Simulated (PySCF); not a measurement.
## Ga¹⁸⁺: fine-structure interval

Ga¹⁸⁺ [Ne] 3s2 3p1 [3p1/2^1, M_J = 1/2] → Ga¹⁸⁺ [Ne] 3s2 3p1 [3p3/2^1, M_J = 3/2], as a difference of total energies. Calculation: PySCF 2.14, in an even-tempered Gaussian basis (19 s from 1.9 bohr⁻², ratio 2.4; 13 p from 2.4 bohr⁻², ratio 2.4; 5 d from 9.2 bohr⁻², ratio 2.6; 4 f from 14 bohr⁻², ratio 2.6); the two-component X2C-1e Hamiltonian. Correlated levels: 1s2 frozen; the 50 highest virtual spinors dropped. "Screened" scales the spin-orbit matrix elements by Boettger's factors to mimic the two-electron term; Breit and QED terms are absent.

| method | fine-structure interval (cm⁻¹) |
| --- | --- |
| GHF (screened spin-orbit) | 49920 |
| GMP2 (screened spin-orbit) | 48585 |
| GHF (bare spin-orbit) | 53336 |
